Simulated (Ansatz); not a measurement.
`C=NBC[SiH3]` + `C#C` → `C#CBN=C` + `C[SiH3]` at 500 K and 1 bar (formal exchange of groups at a B–C bond).

Gas-phase electronic energies from Ansatz, PBE0-D4/def2-TZVP geometries. CBS: MP2 limit from def2 TZ/QZ plus the TZ coupled-cluster correction, frozen cores. This one scheme is used for every species. Each species was taken in one conformer, which may not be the lowest.

| species | CCSD(T)/CBS energy (Eh) | H − E (kJ/mol) | S (J/(mol·K)) |
| --- | --- | --- | --- |
| `C=NBC[SiH3]` | -449.49862 | 303.0 | 430.2 |
| `C#C` | -77.22717 | 90.7 | 225.3 |
| `C#CBN=C` | -196.00015 | 203.9 | 365.4 |
| `C[SiH3]` | -330.73916 | 189.7 | 296.8 |

H − E and S are ideal-gas, rigid-rotor, harmonic terms from PBE0-D4/def2-TZVP, for one conformer and one mirror image of each species. 1 Eh = 2625.50 kJ/mol, R = 8.31446 J/(mol·K).

By hand: ΔE, ΔH, ΔS and ΔG.

ΔE = (-196.00015) + (-330.73916) − (-449.49862) − (-77.22717) = -0.01352 Eh = -35.5 kJ/mol. Δ(H − E) = 203.9 + 189.7 − 303.0 − 90.7 = -0.1, so ΔH = -35.6 kJ/mol. ΔS = 365.4 + 296.8 − 430.2 − 225.3 = 6.7 J/(mol·K). ΔG = -35.6 − 500 × (6.7)/1000 = -39.0 kJ/mol.

By hand: the equilibrium constant, and the temperature at which ΔG would vanish if ΔH and ΔS stayed fixed.

log₁₀ K = −ΔG/(RT ln 10) = 4.1. ΔH and −TΔS have one sign here, so there is no such temperature.

The number of gas molecules stays the same, so ΔS is small and ΔH decides. A doubt of 5 kJ/mol in ΔE shifts log₁₀ K by 0.5 here. Other conformers and mirror images would add mixing entropy, several J/(mol·K) or more a flexible species. Modes under 60 cm⁻¹, often nearly free rotors, make the harmonic entropy too high. These are equilibria of isolated gas molecules and say nothing of rates. Largest T1 diagnostic: 0.016 (customary marks: 0.02 for closed shells, 0.045 for open ones).

ΔS is within the doubt of such terms, so its sign, and with it that verdict, could turn.
